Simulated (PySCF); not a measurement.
## Computed spin Hamiltonian

Compound: C₂H₇OSi (doublet state).
Structure used (GFN2-xTB), in Å, numbered top down from 1:
```
atom  x, y, z in Å
C1    -1.5688    0.7009    0.1460
C2    -0.3451   -0.1368    0.4759
O3     0.7052    0.2032   -0.3974
Si4    2.2063   -0.3957   -0.4638
H5    -1.8772    0.5173   -0.8802
H6    -2.3869    0.4474    0.8154
H7    -1.3342    1.7570    0.2533
H8    -0.5735   -1.2045    0.3708
H9    -0.0279    0.0411    1.5109
H10    2.9758   -0.1167    0.7428
H11    2.2317   -1.8106   -0.8148
```

The hyperfine couplings belong to this conformer and change with its torsions.

Identity: `CCO[SiH2]` [radical].

Method: PySCF, UKS B3LYP, pcH-1 on C H O Si, non-relativistic, mean-field spin-orbit, GIAO. One conformer (not necessarily the lowest) at the GFN2-xTB geometry, without solvent, vibrations or thermal averaging. The geometry wasn't refined by DFT: couplings that depend on bond lengths, twists or pyramidal angles can differ widely from those at the functional's own minimum, by a factor of two or more for some ions and for spin on atoms past the first row. The SCF solution wasn't tested for stability.

- g1, g2, g3: 2.00153, 2.00211, 2.00415
- g_iso: 2.00260
- Form of g: rhombic: the two nearest values differ by 22 % of g3 − g1
- ⟨S²⟩: 0.7511 (exact 0.7500)
- HOMO–LUMO gap, α and β orbitals: 6.12, 5.52 eV
- Basis functions: 180

Hyperfine couplings atom by atom, in MHz; T1 to T3 are the principal values of the dipolar part:

```
atom  isotope   a_iso  of which spin–orbit      T1    T2    T3  Mulliken spin population
  C1      13C    -1.1                  0.0    -0.4  -0.3   0.7                      0.00
  C2      13C    36.4                  0.0    -2.9  -2.8   5.8                      0.02
  O3      17O   -78.4                 -0.1   -10.2   4.5   5.7                      0.00
 Si4     29Si  -608.6                  1.1  -165.3  82.5  82.9                      0.94
  H5       1H     0.0                  0.0    -1.0  -0.8   1.9                      0.00
  H6       1H     0.9                  0.0    -0.7  -0.5   1.2                      0.00
  H7       1H     0.0                  0.0    -1.0  -0.8   1.9                      0.00
  H8       1H    -1.9                  0.0    -2.6  -1.2   3.8                      0.00
  H9       1H    -2.0                  0.0    -2.6  -1.2   3.8                      0.00
 H10       1H    70.9                  0.0    -9.5   1.0   8.5                      0.02
 H11       1H    71.0                  0.0    -9.5   1.0   8.5                      0.02
```

The largest Mulliken spin population is on Si4 (+0.94). The angles at Si4 add up to 337.4°, so it is pyramidal.

Axes: g3 points within 5° of the O3–Si4 bond.

Under fast tumbling the dipolar parts average out, and these isotropic splittings remain: 2 × 1H (H10/H11, I = 1/2, 3 lines) with 2.53 mT and 2 × 1H (H8/H9, I = 1/2, 3 lines) with 0.07 mT.

Means are taken over nuclei equivalent by connectivity, which assumes that they swap fast.

The 17O coupling of O3 (-78.4 MHz) shows only in satellite lines or after enrichment, since that isotope makes up about 0.038 % of natural oxygen.

The 29Si coupling of Si4 (-608.6 MHz) shows only in satellite lines or after enrichment, since that isotope makes up about 4.7 % of natural silicon.
